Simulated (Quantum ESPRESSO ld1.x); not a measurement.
Species: Br29+. Configuration: [He] 2s2 2p2.

All-electron calculation, Dirac Kohn-Sham, exchange-only B88, spin-unpolarised, spherical densities, point nucleus; open shells fill j = l - 1/2 first. Program: ld1.x of Quantum ESPRESSO 7.5.

Energy parts (hartree):
| part | energy |
|---|---|
| total | -1756.131 |
| kinetic | 1819.130 |
| electron-nucleus | -3686.845 |
| Hartree | 149.246 |
| exchange | -37.662 |

Orbitals (lengths in bohr, moments of r in powers of bohr; <r^-3> diverges for s and p1/2; r(max) is where P^2 peaks):
orbital	occ.	eigenvalue (hartree)	<1/r>	<r^2>	r(max)	<r^-3>
1s1/2	2	-562.566	35.75	0.002440	0.02788	-
2s1/2	2	-125.049	8.490	0.03730	0.1536	-
2p1/2	2	-121.080	8.427	0.02769	0.1193	-
2p3/2	0	-119.030	8.158	0.02882	0.1222	1506

The highest occupied level is 2p1/2 at -3294.8 eV. For comparison, the ionisation energy in NIST's Atomic Spectra Database is 3361 eV (semi-empirical). In exact Kohn-Sham theory the highest level is minus the ionisation energy, but local and semilocal functionals leave it too shallow, through self-interaction and a potential that decays too fast; potentials with the right tail come closer.

Beside tabulated values, note that spin-unpolarised runs miss the spin-polarisation part of the exchange energy of open shells.
